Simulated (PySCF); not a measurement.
A structure optimised at B3LYP-D3(BJ)/def2-SVP, used in a PySCF frequency run:

```
Al
Br 1 2.2416
Br 1 2.2416 2 120.00
Br 1 2.2416 2 120.00 3 180.00
```

Task: Write its SMILES, formula and point group.

Result: [Br][Al]([Br])[Br], AlBr3, D3h

Task: What are its rotational constants (standard atomic weights)?

Result: 0.83917, 0.83917, 0.41958 GHz
